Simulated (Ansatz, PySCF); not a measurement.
aminoborane (H4BN), singlet, geometry from GFN2-xTB. Base run: CASSCF(4,6)/def2-SVP (PySCF).

The PySCF input:
```python
from pyscf import gto, scf, mcscf
import numpy

mol = gto.M(
    atom='''
B    -0.77271721    0.04511422   -0.00468200
N     0.60250082   -0.03517633    0.00365064
H    -1.39817403   -0.94527373   -0.01999126
H    -1.27881553    1.10156675    0.00377101
H     1.21022160    0.76709663    0.01673059
H     1.11284832   -0.90272645   -0.00265479
''',
    basis='def2-svp',
    verbose=4,
)

mf = scf.RHF(mol)
mf.kernel()
mc = mcscf.CASSCF(mf, 6, 4)
mc.fix_spin_(ss=0.0)
mc.kernel()
occ = numpy.linalg.eigvalsh(mc.fcisolver.make_rdm1(mc.ci, mc.ncas, mc.nelecas))[::-1]
ss = mc.fcisolver.spin_square(mc.ci, mc.ncas, mc.nelecas)[0]
print('natural occupations', occ.round(4), ' <S^2>', round(ss, 4))
```

Programs used: Ansatz (a first-principles code), PySCF; a row that names a program was run with it.

The base run was repeated with changes; each row names its change, and settings that it needs were set with it.

| change | ΔE vs base (mEh) | natural occupations | <S^2> of the state |
|---|---|---|---|
| base | 0.000 | 1.98 1.97 0.02 0.02 0.00 0.00 | 0.00 |
| active space = 4 electrons, 4 orbitals | 10.840 | 1.98 1.98 0.02 0.02 | 0.00 |
| conv_tol = 1e-5 | 0.000 | 1.98 1.97 0.02 0.02 0.00 0.00 | 0.00 |
| orbitals = fixed (CASCI) | 47.787 | 2.00 1.99 0.01 0.00 0.00 0.00 | 0.00 |
| orbitals = fixed (CASCI); correction = SC-NEVPT2 | -219.1 | 2.00 1.99 0.01 0.00 0.00 0.00 | 0.00 |
| active space = 4 electrons, 3 orbitals | 37.586 | 2.00 1.97 0.03 | 0.00 |
| state_average = 2 states | 24.847 | - | - |
| code = ansatz; correction = SC-NEVPT2, all electrons | -215.2 | - | - |
| fix_spin_ = off | 0.000 | 1.98 1.97 0.02 0.02 0.00 0.00 | 0.00 |
| active space = 8 electrons, 8 orbitals | -25.968 | 1.99 1.98 1.98 1.98 0.02 0.02 0.02 0.01 | 0.00 |
| active space = 8 electrons, 7 orbitals | -21.816 | 2.00 1.98 1.98 1.98 0.02 0.02 0.02 | 0.00 |

Active orbitals are taken around the Fermi level unless the row says otherwise; CASSCF can end in different local minima, and two programs can end on different orbitals. State-averaged rows give the lowest state.
